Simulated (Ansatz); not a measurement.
Start from `C[O][SnH2][CH]=N` and change one atom or group to get `C[O][SnH2][F]`.

Ansatz, PBE0-D4/def2-TZVP geometries, multiplicity 1. Each molecule was computed in one conformer, which needn't be the lowest.

Elements past krypton have def2 core potentials.

```
                                                                                  property  `C[O][SnH2][CH]=N`
                                            zero-point energy (PBE0-D4/def2-TZVP) / kJ/mol               225.4
                                                         HOMO energy (PBE/def2-TZVPP) / eV               -5.74
                                                       HOMO–LUMO gap (PBE/def2-TZVPP) / eV                3.75
ideal-gas entropy at 298 K and 1 bar (rigid rotor, harmonic PBE0-D4/def2-TZVP) / J/(mol·K)                 390
                                                       HOMO energy (B3LYP/def2-TZVPP) / eV               -6.82
                                                      HOMO–LUMO gap (PBE0/def2-TZVPP) / eV                6.15
```

What does the change do to each property? (Estimate.)

Ansatz gave: 
```csv
property,`C[O][SnH2][F]`,shift
zero-point energy (PBE0-D4/def2-TZVP) / kJ/mol,150.0,-75.4
HOMO energy (PBE/def2-TZVPP) / eV,-6.46,-0.72
HOMO–LUMO gap (PBE/def2-TZVPP) / eV,4.94,1.19
"ideal-gas entropy at 298 K and 1 bar (rigid rotor, harmonic PBE0-D4/def2-TZVP) / J/(mol·K)",349,-41
HOMO energy (B3LYP/def2-TZVPP) / eV,-7.80,-0.98
HOMO–LUMO gap (PBE0/def2-TZVPP) / eV,7.49,1.34
```

With PBE0 the HOMO falls by 1.03 eV and the LUMO rises by 0.32 eV, so the gap widens by about 1.35 eV. PBE moves the HOMO by -0.72 eV and ωB97M-V by -1.23 eV. The zero-point energy changes by -75.4 kJ/mol with -9 modes. Modes under 60 cm⁻¹, often nearly free rotors, make the harmonic entropy too high.

B3LYP here is the variant with VWN-RPA as its local correlation; programs differ in this.
